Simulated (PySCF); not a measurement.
Vertical excitations of a molecule C4H5BFN from TDDFT-PBE/def2-SVPD in PySCF 2.14.0, as energy in eV (oscillator strength): 2.76 (0.001), 4.00 (0.000), 4.79 (0.218), 5.09 (0.000), 5.15 (0.000), 5.22 (0.003), 5.31 (0.182), 6.12 (0.010), 6.42 (0.000), 6.54 (0.016). Lowest triplet (TDA): 2.26 eV. The structure is a stationary point at B3LYP-D3(BJ)/def2-SVP. The values are those of a single conformer.

Q: Identify the compound among the candidates.
(A) C=C1CN=CB1F
(B) C#CB(F)/C=N/C
(C) CC1=CB(F)N=C1
(D) NB1C=CC(F)=C1

A: B, C#CB(F)/C=N/C
